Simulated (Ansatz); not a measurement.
```yaml
crystal:
  periodic: [false, false, false]
  atoms:
    - {symbol: C, position_ang: [-2.272471, 0.197427, -0.023970]}
    - {symbol: Se, position_ang: [-0.488337, 1.400451, -0.040304]}
    - {symbol: Se, position_ang: [1.242350, 0.584908, 1.415038]}
    - {symbol: C, position_ang: [1.975859, -0.443837, -0.025381]}
    - {symbol: H, position_ang: [-2.232769, -0.192851, 1.084649]}
    - {symbol: H, position_ang: [-1.799321, -0.809740, -0.499360]}
    - {symbol: H, position_ang: [-2.517206, 0.482964, -0.516142]}
    - {symbol: H, position_ang: [1.267009, -1.075101, -0.682246]}
    - {symbol: H, position_ang: [3.008430, -1.091876, 0.499914]}
    - {symbol: H, position_ang: [2.462685, 0.357101, -0.803457]}
basis:
  gaussian: {orbitals: STO-3G}
total_charge: -1
magnetization: {spin_polarized: true, initial_magnetization: 1}
hamiltonian: {xc: {name: HF}}
correlation: {method: ccsd_t}
```

```sh
$ ansatz run in.yaml --threads 4 --pin off --events-out ev --progress --plain --max-ram 10444MiB
```

It prints (some lines left out):

```
Functional definition: HF
583 factors; integrals over basis functions are off by at most 3.2e-5 eV
mean field evaluation 1: about -131280.8833 eV, gradient 1.9e1 eV
mean field evaluation 2: about -131281.0073 eV, gradient 1.9e1 eV
mean field evaluation 4: about -131284.6782 eV, gradient 1.6e0 eV
mean field evaluation 8: about -131284.7515 eV, gradient 2.7e-1 eV
mean field evaluation 16: about -131284.7701 eV, gradient 2.0e-6 eV
mean field -131284.77013407 eV, -4824.6263144138 hartree, gradient 2.0e-6 eV, S^2 0.808984; 4 other end points of the search recorded, 0 dependent functions left out
determinant -131284.77013407 eV, -4824.6263144138 hartree, with singles and doubles -131290.50021102 eV, -4824.8368908578 hartree
determinant -131283.11979309 eV, -4824.5656655014 hartree, with singles and doubles -131288.75905956 eV, -4824.7729047216 hartree
20 core orbitals not correlated: weight in the atoms' cores, before any rotation towards them, 1.000 or more for the frozen orbitals, at most 0.000 for the correlated occupied ones
reference -131284.77013407 eV, -4824.6263144138 hartree; 24, 23 occupied and 8, 9 virtual orbitals, 583 factors
second order -4.11147299 eV of doubles, -0.00000000 eV of singles
cycle   1  -5.73072994 eV  change   -6.5e-4 eV  update   3.4e-3
cycle   2  -5.73154675 eV  change   -8.2e-4 eV  update   2.8e-3
cycle   3  -5.73223297 eV  change   -6.9e-4 eV  update   1.9e-3
cycle   4  -5.73178577 eV  change    4.5e-4 eV  update   6.0e-4
cycle   5  -5.73222003 eV  change   -4.3e-4 eV  update   2.0e-4
cycle   6  -5.73284663 eV  change   -6.3e-4 eV  update   9.1e-5
cycle   7  -5.73295627 eV  change   -1.1e-4 eV  update   3.0e-5
cycle   8  -5.73293671 eV  change    2.0e-5 eV  update   1.5e-5
cycle   9  -5.73289627 eV  change    4.0e-5 eV  update   7.1e-6
perturbative correction -0.04400204 eV, -0.0016170451 hartree
Total energy: -131290.54703238 eV, -4824.8386115109 hartree
```

Run time 1.4 s (4 threads of an Intel Xeon Platinum 8488C on a shared host); peak host memory 0.55 GiB.
